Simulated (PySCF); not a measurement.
## Excitation energy of O⁺ by level of theory

O⁺ [He] 2s2 2p3 (4S) → O⁺ [He] 2s2 2p2 3d1 (high-spin determinant), as a difference of total energies. Computed with PySCF 2.14 in aug-cc-pVTZ with one added diffuse shell each of s, p, d, f type (6s5p4d3f, 62 functions), with the non-relativistic Hamiltonian (point nucleus). Correlated levels: valence: 1s2 frozen. The calculations carry no spin-orbit coupling.

| method | excitation energy (cm⁻¹) |
| --- | --- |
| UHF | 229710 |
| MP2 (valence) | 233360 |
| SCS-MP2 (valence) | 231500 |
| CCSD (valence) | 232350 |
| CCSD(T) (valence) | 232310 |

A first-order spin-orbit estimate (lowest level to lowest level, LS coupling) adds -0.018 eV.

The promoted electron is Rydberg-like, and one or two diffuse shells describe it only roughly, which tends to raise the upper state.

The determinant of the upper state mixes LS terms, which raises its energy above the lowest term, most at the Hartree-Fock and MP2 levels.
